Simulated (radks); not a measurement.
Question: Radial electron density D(r) = 4 pi r^2 rho(r) of an atom or ion with 65 electrons. All-electron calculation, Dirac Kohn-Sham, LDA (Slater exchange, Perdew-Wang correlation), spin-unpolarised, spherical densities, finite nucleus; Fermi nuclear charge, rms radius of each element as measured or else 0.836 A^(1/3) + 0.57 fm. Program: a radial shooting solver on a logarithmic mesh with Libxc functionals.

r (bohr),D(r) (e/bohr)
0.002441,20.89
0.003281,31.16
0.004447,45.09
0.005979,61.27
0.008039,77.70
0.01081,90.18
0.01465,94.20
0.01969,89.10
0.02648,83.36
0.03588,90.62
0.04824,111.2
0.06486,121.6
0.0872,105.5
0.1182,93.13
0.1589,107.3
0.2136,96.94
0.2872,57.47
0.3893,53.83
0.5233,57.22
0.7036,34.51
0.946,17.87
1.282,10.88
1.724,4.750
2.318,1.429
3.141,0.4897
4.223,0.1219
5.677,0.009945
7.633,0.0001767

What is the nuclear charge?

Answer: Z = 68. The innermost maximum, from 1s, lies near gamma/Z bohr with gamma = sqrt(1 - (Z/c)^2) = 0.868, here 0.0128 bohr (found: 0.0141), and its height grows with Z. The density is that of the erbium ion Er3+ in [Xe] 4f10 6s1; the configuration itself is not fixed sharply by these data, and Z only to a few units. D(r) has 4 maxima, at r = 0.0141, 0.0628, 0.175, 0.472 bohr, and minima at 0.0273, 0.114, 0.337 bohr, inside which lie 2.02, 11.19, 29.57 electrons.
